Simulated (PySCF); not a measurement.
Cartesian coordinates in Å; atom numbers follow the order of the lines, from 1:
```xyz
11

F     1.1065    1.2012   -1.1677
C     1.2714    0.3110   -0.1959
F     1.4835    0.9691    0.9379
F     2.3524   -0.4048   -0.4685
C     0.0239   -0.6156   -0.0737
F     0.2436   -1.5173    0.8979
F    -0.1353   -1.2891   -1.2252
C    -1.2886    0.1624    0.2452
F    -1.5599    1.0441   -0.7102
F    -2.3104   -0.6755    0.3386
F    -1.1816    0.8172    1.3957
```

Averaged over atoms made equivalent by symmetry, fast rotation or ring inversion, in vacuum, one computed conformer, non-relativistic. NMR shieldings at PBE0/pcSseg-1/GIAO; structure optimised with GFN2-xTB; PySCF.

Referencing at the same level of theory: TMS for ¹³C (186.93 ppm); CFCl3 for ¹⁹F (170.95 ppm).

| atoms | nucleus | count | Hirshfeld charge | δ (ppm) |
| --- | --- | --- | --- | --- |
| C5 | ¹³C | 1 | 0.14 | ? |
| F6/F7 | ¹⁹F | 2 | -0.08 | -149.1 |
| C2/C8 | ¹³C | 2 | 0.24 | 126.7 |
| F1/F3/F4/F9/F10/F11 | ¹⁹F | 6 | -0.08 | ? |

Q: Estimate the values marked ?.

A: 
- C5: 114.5 ppm, fully substituted sp3 carbon bonded to 2 F; 2 electronegative neighbours deshield it
- F1/F3/F4/F9/F10/F11: -95.2 ppm, fluorine of a CF3 group

Shifts are as computed. Against solution values, carbons near 30 ppm lie about +3 ppm off and those near 130 ppm about +5 ppm. Of 1211 compounds with measured shifts, 218 miss one by over three times the rms of a fit or turn the order of signals round; such compounds aren't used in these exercises. Unscaled 19F shifts against computed CFCl3 carry errors that often reach 10 to 50 ppm.
